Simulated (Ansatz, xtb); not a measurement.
BGaH5Si: where a starting geometry ends

The starting geometry of this gas-phase doublet was built from a drawn formula by distance geometry; its bonds are those of `[BH][SiH2][GaH2]`.

```xyz
8

B    -2.5364   -0.3630    2.4069
Ga    0.2735   -1.4939    0.7323
Si   -0.9890    0.3964    1.4855
H    -3.3230   -0.9653    1.7499
H    -0.0089    0.9737    2.4606
H    -1.3733    1.4199    0.5311
H     1.0707   -1.5043   -0.4129
H    -0.1092   -2.8330    1.3206
```

Q: Predict what it relaxes into with r2SCAN-D4/def2-SVP.

A: It rearranges to `[SiH2][BH][GaH2]`. Distances that change by over a tenth: Ga2–H7 (1.40 → 1.57 Å). Contacts that open: Ga2–Si3 (2.39 → 3.51 Å). Contacts that close: B1–Ga2 (3.46 → 2.05 Å).

The energy falls by 1.37 eV over 29 steps:

| step | E − E(last) (eV) |
| --- | --- |
| 1 | 1.375 |
| 4 | 0.761 |
| 7 | 0.682 |
| 10 | 0.508 |
| 13 | 0.330 |
| 17 | 0.215 |
| 20 | 0.129 |
| 23 | 0.039 |
| 26 | 0.004 |
| 29 | 0.000 |

Final geometry (Å):

```xyz
8

B    -1.5560   -0.6949    1.5727
Ga   -0.5416   -2.1154    0.4985
Si   -0.8775    1.0741    1.9207
H    -2.6492   -0.9413    2.0347
H    -1.5701    2.1453    2.6979
H     0.4447    1.5724    1.4388
H    -0.6894   -2.2681   -1.0607
H     0.4436   -3.1416    1.1714
```

From the same start GFN2-xTB reaches the same bonding as this run.

No frequencies were run, so the end isn't proven a minimum. Open shells are spin-unrestricted. Run with Ansatz 0.2.0, 3.1 min on 2 threads of Arm Neoverse V2, with other jobs on the host.
